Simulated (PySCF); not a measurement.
Group charges in `C#C[C+](C)CCF`

C6H8F (charge +1).
Numbering: `[CH:1]#[C:2][C+:3]([CH3:4])[CH2:5][CH2:6][F:7]` (hydrogens: H8 on C1; H9, H10, H11 on C4; H12, H13 on C5; H14, H15 on C6)

Cartesian coordinates in Å at the PBE0-D3(BJ)/def2-SVP level; atoms count from 1:
```xyz
15
C6H8F angstrom
C     -2.2839    1.6516   -0.4634
C     -1.4153    0.8062   -0.3057
C     -0.4389   -0.1630   -0.1319
C     -0.7166   -1.3522    0.6649
C      0.9172    0.0705   -0.6564
C      1.7896    0.7419    0.4425
F      1.8661   -0.0697    1.5285
H     -3.0541    2.3985   -0.6026
H     -0.4103   -2.2583    0.1108
H     -1.7446   -1.4292    1.0336
H      0.0118   -1.3095    1.5071
H      1.3952   -0.8851   -0.9191
H      0.9062    0.7455   -1.5242
H      2.7938    0.8836    0.0132
H      1.3710    1.7158    0.7404
```

Atomic charges (e) from the PBE0/pcSseg-1 density (PySCF):

```csv
atom,Mulliken,IAO,Hirshfeld,ESP-fitted
C1,-0.1767,+0.0199,+0.1039,-0.1098
C2,+0.4878,-0.0309,+0.0169,-0.0467
C3,-0.3096,+0.2823,+0.2028,+0.4659
C4,-0.1485,-0.4232,-0.0674,-0.4523
C5,-0.2147,-0.2913,-0.0444,-0.3693
C6,+0.1686,+0.0659,+0.0697,+0.1465
F7,-0.2957,-0.2887,-0.0638,-0.2004
H8,+0.1445,+0.2651,+0.1636,+0.3398
H9,+0.2101,+0.2200,+0.1065,+0.2093
H10,+0.1864,+0.1985,+0.0877,+0.1897
H11,+0.2231,+0.2350,+0.0959,+0.2305
H12,+0.1963,+0.1945,+0.0862,+0.1934
H13,+0.1969,+0.2009,+0.0883,+0.1696
H14,+0.1775,+0.1878,+0.0876,+0.1361
H15,+0.1539,+0.1643,+0.0664,+0.0975
```

Task: Cut each of the bonds C1–C2, C2–C3, C4–C3, C5–C3 and C6–C5 in turn and sum the charges on the side of the atom named first.

Result: In e; the other side holds the total charge, +1, less this:

```json
{"bond cut": "C1–C2", "piece": "CH", "atoms": "2", "Mulliken": "-0.032", "IAO": "+0.285", "Hirshfeld": "+0.268", "ESP-fitted": "+0.230"}
{"bond cut": "C2–C3", "piece": "C2H", "atoms": "3", "Mulliken": "+0.456", "IAO": "+0.254", "Hirshfeld": "+0.284", "ESP-fitted": "+0.183"}
{"bond cut": "C4–C3", "piece": "CH3", "atoms": "4", "Mulliken": "+0.471", "IAO": "+0.230", "Hirshfeld": "+0.223", "ESP-fitted": "+0.177"}
{"bond cut": "C5–C3", "piece": "C2H4F", "atoms": "7", "Mulliken": "+0.383", "IAO": "+0.233", "Hirshfeld": "+0.290", "ESP-fitted": "+0.173"}
{"bond cut": "C6–C5", "piece": "CH2F", "atoms": "4", "Mulliken": "+0.204", "IAO": "+0.129", "Hirshfeld": "+0.160", "ESP-fitted": "+0.180"}
```

Extremes among these pieces. Mulliken: lowest CH at C1, highest CH3 at C4; IAO: lowest CH2F at C6, highest CH at C1; Hirshfeld: lowest CH2F at C6, highest C2H4F at C5; ESP-fitted: lowest C2H4F at C5, highest CH at C1.

Task: Do the schemes agree better on the pieces than on the single atoms at the cuts?

Result: The spread between schemes averages 0.234 e for the pieces and 0.326 e for the atoms named first; it is smaller for the piece at 4 of the 5 cuts. On average they agree better on the pieces. The sign differs between schemes (beyond ±0.03 e) for CH at C1.

Geometry: PBE0-D3(BJ)/def2-SVP, one conformer, isolated ion.
